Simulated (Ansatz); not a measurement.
Program: Ansatz 0.2.0.

CH4OSSn (`[OH][SnH]1[CH2][S]1`) at its PBE0-D4/def2-TZVP geometry, where that method's forces vanish. Total charge 0; spin multiplicity 1. Sn: def2 effective core potential.

| atom | x (Å) | y (Å) | z (Å) |
| --- | --- | --- | --- |
| O1 | -1.526 | 0.598 | -1.502 |
| Sn2 | -0.418 | 0.763 | 0.102 |
| C3 | 1.153 | -0.601 | 0.407 |
| S4 | -0.286 | -1.186 | 1.444 |
| H5 | -1.667 | -0.323 | -1.742 |
| H6 | -0.675 | 2.309 | 0.716 |
| H7 | 1.403 | -1.267 | -0.413 |
| H8 | 2.016 | -0.293 | 0.988 |

(1) For each bond, give half the difference of the two atoms' forces along it (eV/Å; positive pushes the atoms apart) under PBE-D4, r2SCAN-D4, B3LYP-D4, ωB97M-V in def2-TZVPP. (Estimate.)

Results:

(1) The calculation gave: 
```json
{"bond": "O1–Sn2", "length (Å)": "1.957", "PBE-D4": "0.34", "r2SCAN-D4": "0.12", "B3LYP-D4": "0.22", "ωB97M-V": "0.05"}
{"bond": "O1–H5", "length (Å)": "0.961", "PBE-D4": "0.39", "r2SCAN-D4": "0.03", "B3LYP-D4": "-0.04", "ωB97M-V": "-0.05"}
{"bond": "Sn2–C3", "length (Å)": "2.102", "PBE-D4": "0.13", "r2SCAN-D4": "0.12", "B3LYP-D4": "0.29", "ωB97M-V": "-0.01"}
{"bond": "Sn2–S4", "length (Å)": "2.370", "PBE-D4": "0.30", "r2SCAN-D4": "0.15", "B3LYP-D4": "0.36", "ωB97M-V": "-0.03"}
{"bond": "Sn2–H6", "length (Å)": "1.683", "PBE-D4": "-0.05", "r2SCAN-D4": "-0.07", "B3LYP-D4": "-0.15", "ωB97M-V": "-0.08"}
{"bond": "C3–S4", "length (Å)": "1.868", "PBE-D4": "0.28", "r2SCAN-D4": "0.22", "B3LYP-D4": "0.39", "ωB97M-V": "0.12"}
{"bond": "C3–H7", "length (Å)": "1.086", "PBE-D4": "0.06", "r2SCAN-D4": "-0.07", "B3LYP-D4": "-0.17", "ωB97M-V": "-0.08"}
{"bond": "C3–H8", "length (Å)": "1.085", "PBE-D4": "0.05", "r2SCAN-D4": "-0.07", "B3LYP-D4": "-0.17", "ωB97M-V": "-0.09"}
```

B3LYP here is the variant with VWN-RPA as its local correlation; programs differ in this.
